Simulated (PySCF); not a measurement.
BrHSeZn. Atoms are numbered in the order given.

```xyz
4

Zn    -0.0081     0.0153     0.0000
Br     0.0038     2.2702     0.0000
Se    -0.0390    -2.2825     0.0000
H      1.4392    -2.3116     0.0000
```
Charge 0, spin multiplicity 1.

Geometry optimised at B3LYP-D3(BJ)/def2-SVP. The structure was generated by enumeration; whether it is a known compound was not checked. The values are those of a single conformer.

Method: PBE/def2-TZVPD (PySCF).

Symmetry labels are those of the subgroup Cs that the program uses (full group Cs).

Computed valence orbital energies around the gap with their symmetry:
| orbital | symmetry | energy (eV) |
|---|---|---|
| HOMO−7 | A" | -12.72 |
| HOMO−6 | A' | -12.72 |
| HOMO−5 | A' | -9.84 |
| HOMO−4 | A' | -9.18 |
| HOMO−3 | A' | -7.83 |
| HOMO−2 | A" | -7.30 |
| HOMO−1 | A' | -7.27 |
| HOMO | A" | -6.26 |
| LUMO | A' | -2.45 |
| LUMO+1 | A' | -1.65 |
| LUMO+2 | A" | -1.15 |
| LUMO+3 | A' | -0.92 |
